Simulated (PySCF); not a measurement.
Species: 4-methyl-2,3-dihydrothiophene 1,1-dioxide, C5H8O2S.
Atom-mapped SMILES: `[CH3:1][C:2]1=[CH:3][S:4](=[O:5])(=[O:6])[CH2:7][CH2:8]1`

NICS = −σ at a ghost point: NICS(0) at the centroid of the ring atoms, NICS(1) 1 Å to either side along the normal of their mean plane, zz for the tensor component along that normal. Level: GIAO PBE0/pcSseg-1 (PySCF, non-relativistic, gas phase) on the GFN2-xTB geometry, one conformer.

Ring bond lengths (Å), with Mayer bond orders in brackets: C2–C3 1.320 (1.78), C3–S4 1.786 (0.86), S4–C7 1.830 (0.87), C7–C8 1.516 (1.01), C8–C2 1.512 (1.02).

**Question.** Give the NICS values of each ring in ppm.

**Answer.** 
| ring | type | NICS(0) | NICS(1), two faces | NICS(1)zz, two faces | rms pucker (Å) | centre to ring atoms, mean (Å) |
| --- | --- | --- | --- | --- | --- | --- |
| C2–C3–S4–C7–C8 | 5-membered ring with S; formal bonds 1 double, 4 single | -3.8 | -3.8 / -2.9 | -3.5 / -2.2 | 0.12 | 1.34 |

**Question.** What can be read from them?

**Answer.** 
- C2–C3–S4–C7–C8: mean NICS(1)zz -2.8 ppm, near zero. S4, C7, C8 have four or more neighbours, so the value isn't read as a sign of a π ring current.

**Question.** What field does 11.7 T along the ring normal induce along that normal at the second NICS(1) probe listed for ring C2–C3–S4–C7–C8, 1 Å off the ring?

**Answer.** NICSzz × B0 = -2.2 ppm × 11.7 T = -26 μT, against the applied field.
